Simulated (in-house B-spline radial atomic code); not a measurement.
Successive ionisation energies of iridium; each step leads to the configuration of the next row (after the last: [Ar] 3d10 4s2 4p2). NIST's values go from ground level to ground level; the uncertainty of those that are theory runs from under 0.1 % in few-electron ions to several per cent in heavy many-electron ones. Computed with a B-spline radial code for spherical atoms: non-relativistic Hartree-Fock, average of the configuration, point nuclei.

This level leaves out relativity, spin-orbit splitting included, which matters for heavy ions.

```tsv
ion	configuration	ionisation energy (eV)	tabulated value (eV)	tabulated kind	computed minus tabulated (eV)	highest orbital	largest mean radius (bohr)
Ir36+	[Kr] 4d5	1612.9	1603	tabulated theory	9.9	4d	0.41918
Ir37+	[Kr] 4d4	1669.1	1684	tabulated theory	-14.9	4d	0.41714
Ir38+	[Kr] 4d3	?	?	tabulated theory	?	?	?
Ir39+	[Kr] 4d2	1783.4	1801	tabulated theory	-17.6	4d	0.41309
Ir40+	[Kr] 4d1	?	?	tabulated theory	?	?	?
Ir41+	[Ar] 3d10 4s2 4p6	2059.2	2083	tabulated theory	-23.8	4p	0.40911
Ir42+	[Ar] 3d10 4s2 4p5	2115.7	2139	tabulated theory	-23.3	4p	0.40737
Ir43+	[Ar] 3d10 4s2 4p4	2172.6	2201	tabulated theory	-28.4	4p	0.40566
Ir44+	[Ar] 3d10 4s2 4p3	2230.0	2258	tabulated theory	-28.0	4p	0.40396
```

**Question.** Fill in the row of Ir38+.

**Answer.** ionisation energy (eV): 1725.9; tabulated value (eV): 1739; computed minus tabulated (eV): -13.1; highest orbital: 4d; largest mean radius (bohr): 0.41511.

**Question.** Fill in the row of Ir40+.

**Answer.** ionisation energy (eV): 1841.4; tabulated value (eV): 1857; computed minus tabulated (eV): -15.6; highest orbital: 4d; largest mean radius (bohr): 0.41109.
